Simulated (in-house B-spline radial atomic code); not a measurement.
**RPA and G0W0 on B3LYP (VWN-RPA): the neon ion Ne⁷⁺**

Configuration [He] 2s1, highest spin, mean-field start B3LYP (VWN-RPA). Computed with an all-electron radial atomic-structure program (B-spline basis): all electrons, scalar-relativistic (spin-free one-electron X2C), finite nucleus, each spin shell either full or empty, empty states to l = 9 with an (l + 1/2)⁻⁴ tail; G0W0 by contour deformation at full frequency.

Command:
```bash
python run_gw.py task.json out
```
Settings (radii: box in bohr, nucleus in fm):
```
Z                        10
electrons                3
configuration            [He] 2s1
hamiltonian              x2c
method                   b3lyp
lmax                     9
rms_radius               3.0055
spin_polarised           True
box_radius               8.41
intervals                68
ion_configuration        1s2
```

Time taken, with all properties: 1.2 s on 1 thread of Arm Neoverse V2, with other jobs on the host.

Energies (hartree):

```csv
term,value
mean-field total,-102.79276
Hartree-Fock functional on these orbitals,-102.75778
direct second order,-0.17529
second-order exchange,0.12296
SOSEX correction,0.10536
```

What is the RPA correlation energy, and what remains with SOSEX?

RPA gives -0.15587 hartree (-1.41 eV per electron); RPA + SOSEX gives -0.050508, and the second-order doubles -0.052327 hartree (no singles). SOSEX takes back 68 % of the RPA value.

Quasi-particle levels (eV):

| level | occupied | mean field | Σx - vxc | Σc | QP weight | G0W0 |
| --- | --- | --- | --- | --- | --- | --- |
| 2s up | yes | -229.01 | -10.00 | ? | ? | ? |
| 1s down | yes | -1099.17 | -47.36 | 2.89 | 0.979 | -1143.64 |
| 1s up | yes | -1101.71 | -49.68 | 2.94 | 0.955 | -1148.45 |
| 2s down | no | -214.75 | 11.45 | -4.16 | 0.917 | -207.46 |

G0W0 = mean field + (Σx - vxc) + Σc, with Σc (partial-wave tail included) taken at the quasi-particle energy.

Where does G0W0 put 2s up?

At -241.24 eV, with Σc = -2.23 eV and a quasi-particle weight of 0.968. The tabulated removal energy is 239.097 ± 0.0019 eV (NIST, semi-empirical).

What does it cost to remove one electron (to 1s2) by differences of total energies, each species on its own start (correlation terms add to the Hartree-Fock functional)?

B3LYP (VWN-RPA) 240.19 eV, Hartree-Fock functional 238.97 eV, + RPA 240.73 eV, + RPA + SOSEX 239.10 eV, + second order 239.12 eV. Tabulated: 239.097 ± 0.0019 eV (NIST, semi-empirical).
